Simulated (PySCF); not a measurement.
Simulation results for AlH$_{4}$N

All values are calculated (PySCF 2.14.0). Calculation on a computer-drawn molecule: vertical ionisation energy to the stated ion spin, frozen-core CCSD(T) at the basis limit and cheaper methods, single-reference cases, UHF for radicals, no spin-orbit; all values are single points at the evaluated structure, the first of each entry, which is the reference or a displaced copy of it and isn't optimised; the reference structure only sets the zero of the energies above reference; triples share is (T) over the correlation energy.

Common to all runs: charge 0; multiplicity 1; ion multiplicity 2; diffuse functions no; basis cc-pV(n+d)Z; reference is the Hartree-Fock double-zeta minimum; best is HF at quadruple zeta + MP2 correlation extrapolated from triple and quadruple zeta + CCSD(T) minus MP2 at triple zeta; basis step is the size of the change from the same recipe one zeta lower.

(1) AlH$_{4}$N

Evaluated structure:
```xyz
6
AlH4N
N      0.3957     0.5301     1.2755
Al     2.0252     0.7915     1.9959
H     -0.4879     1.0125     1.5571
H      0.2327    -0.1230     0.5501
H      2.0711     1.9219     3.2019
H      3.2562    -0.0811     1.5414
```

Reference structure:
```xyz
6
AlH4N
N      0.3971     0.5293     1.3036
Al     1.9678     0.8001     2.0579
H     -0.4494     1.0140     1.5377
H      0.2117    -0.1334     0.5737
H      2.0780     1.8878     3.1967
H      3.1978    -0.0566     1.5627
```

* ionisation energy best: 10.09 eV
* ionisation energy basis step: 0.04938 eV
* energy above reference best: 2.24 kcal/mol
* energy above reference basis step: 0.04875 kcal/mol
* ionisation energy Koopmans at triple zeta: 10.79 eV
* ionisation energy EOM CCSD at triple zeta: 9.948 eV
* total energy HF triple zeta: -298.7515 hartree
* total energy CCSD(T) triple zeta: -299.0942 hartree
* total energy best: -299.1388 hartree
* T1 diagnostic at triple zeta: 0.01185
* D1 diagnostic at triple zeta: 0.03261
* ion T1 diagnostic at triple zeta: 0.008822
* ion D1 diagnostic at triple zeta: 0.01781
* ion spin squared at triple zeta: 0.7587
* triples share at triple zeta: 0.03152
* basis functions triple zeta: 125
* dipole magnitude HF at triple zeta: 1.108 debye
* dipole magnitude CCSD unrelaxed at triple zeta: 1.239 debye
* dipole magnitude PBE at triple zeta: 1.398 debye
* dipole magnitude r2SCAN at triple zeta: 1.356 debye
* dipole magnitude B3LYP at triple zeta: 1.291 debye
* dipole magnitude wB97X at triple zeta: 1.234 debye

Drawn bonds:
```
atom  other atom  order
   1           2      1
   1           3      1
   1           4      1
   2           5      1
   2           6      1
```

Triple zeta:
```
 method  ionisation energy (eV)  energy above reference (kcal/mol)
     HF                    8.37                              3.104
    PBE                   9.725                              1.494
 r2SCAN                   9.792                              2.253
  B3LYP                   9.999                              2.284
  wB97X                   9.951                              2.501
    MP2                   10.04                              2.383
   CCSD                   9.789                              2.358
CCSD(T)                   9.901                              2.198
```

(2) AlH$_{4}$N

Evaluated structure:
```xyz
6
AlH4N
N      0.3957     0.5301     1.2755
Al     2.0252     0.7915     1.9959
H     -0.4879     1.0125     1.5571
H      0.2551    -0.0332     0.6498
H      2.0711     1.9219     3.2019
H      3.2562    -0.0811     1.5414
```

Reference structure:
```xyz
6
AlH4N
N      0.3971     0.5293     1.3036
Al     1.9678     0.8001     2.0579
H     -0.4494     1.0140     1.5377
H      0.2117    -0.1334     0.5737
H      2.0780     1.8878     3.1967
H      3.1978    -0.0566     1.5627
```

- ionisation energy best: 10.19 eV
- ionisation energy basis step: 0.04936 eV
- energy above reference best: 19.64 kcal/mol
- energy above reference basis step: 0.1818 kcal/mol
- ionisation energy Koopmans at triple zeta: 10.86 eV
- ionisation energy EOM CCSD at triple zeta: 10.06 eV
- total energy HF triple zeta: -298.7262 hartree
- total energy CCSD(T) triple zeta: -299.0660 hartree
- total energy best: -299.1110 hartree
- T1 diagnostic at triple zeta: 0.01145
- D1 diagnostic at triple zeta: 0.03106
- ion T1 diagnostic at triple zeta: 0.008524
- ion D1 diagnostic at triple zeta: 0.01753
- ion spin squared at triple zeta: 0.7578
- triples share at triple zeta: 0.03045
- basis functions triple zeta: 125
- dipole magnitude HF at triple zeta: 1.056 debye
- dipole magnitude CCSD unrelaxed at triple zeta: 1.184 debye
- dipole magnitude PBE at triple zeta: 1.348 debye
- dipole magnitude r2SCAN at triple zeta: 1.307 debye
- dipole magnitude B3LYP at triple zeta: 1.241 debye
- dipole magnitude wB97X at triple zeta: 1.183 debye

Drawn bonds:
```
atom  other atom  order
   1           2      1
   1           3      1
   1           4      1
   2           5      1
   2           6      1
```

Triple zeta:
```
 method  ionisation energy (eV)  energy above reference (kcal/mol)
     HF                   8.483                              18.97
    PBE                   9.794                              20.14
 r2SCAN                   9.875                              19.81
  B3LYP                   10.12                              19.75
  wB97X                   10.07                              19.96
    MP2                   10.14                                 20
   CCSD                   9.902                              19.76
CCSD(T)                   10.01                              19.89
```

(3) AlH$_{4}$N

Evaluated structure:
```xyz
6
AlH4N
N      0.3957     0.5301     1.2755
Al     2.0252     0.7915     1.9959
H     -0.4879     1.0125     1.5571
H      0.2526    -0.0431     0.6388
H      2.0711     1.9219     3.2019
H      3.2562    -0.0811     1.5414
```

Reference structure:
```xyz
6
AlH4N
N      0.3971     0.5293     1.3036
Al     1.9678     0.8001     2.0579
H     -0.4494     1.0140     1.5377
H      0.2117    -0.1334     0.5737
H      2.0780     1.8878     3.1967
H      3.1978    -0.0566     1.5627
```

* dipole magnitude HF at triple zeta: —
* ion spin squared at triple zeta: —
* ionisation energy Koopmans at triple zeta: —

Drawn bonds:
```
atom  other atom  order
   1           2      1
   1           3      1
   1           4      1
   2           5      1
   2           6      1
```

Questions
1. Give the missing dipole magnitude HF at triple zeta for AlH$_{4}$N (entry 3).
2. What ion spin squared at triple zeta does the calculation give for AlH$_{4}$N (entry 3)?
3. Give the missing ionisation energy Koopmans at triple zeta for AlH$_{4}$N (entry 3).
4. Give the table of triple zeta values for AlH$_{4}$N (entry 3).

## Answers
1. 1.063 debye
2. 0.7579
3. 10.85 eV
4. 
Triple zeta:
```
 method  ionisation energy (eV)  energy above reference (kcal/mol)
     HF                    8.47                              15.34
    PBE                   9.786                              16.23
 r2SCAN                   9.866                              16.02
  B3LYP                    10.1                              15.98
  wB97X                   10.05                              16.17
    MP2                   10.12                              16.19
   CCSD                   9.889                              15.98
CCSD(T)                   9.998                              16.08
```

Further results for AlH$_{4}$N (entry 3):

* ionisation energy best: 10.18 eV
* ionisation energy basis step: 0.04938 eV
* energy above reference best: 15.87 kcal/mol
* energy above reference basis step: 0.1484 kcal/mol
* ionisation energy EOM CCSD at triple zeta: 10.05 eV
* total energy HF triple zeta: -298.7320 hartree
* total energy CCSD(T) triple zeta: -299.0721 hartree
* total energy best: -299.1170 hartree
* T1 diagnostic at triple zeta: 0.01148
* D1 diagnostic at triple zeta: 0.03121
* ion T1 diagnostic at triple zeta: 0.008546
* ion D1 diagnostic at triple zeta: 0.01756
* triples share at triple zeta: 0.03056
* basis functions triple zeta: 125
* dipole magnitude CCSD unrelaxed at triple zeta: 1.19 debye
* dipole magnitude PBE at triple zeta: 1.354 debye
* dipole magnitude r2SCAN at triple zeta: 1.314 debye
* dipole magnitude B3LYP at triple zeta: 1.247 debye
* dipole magnitude wB97X at triple zeta: 1.189 debye
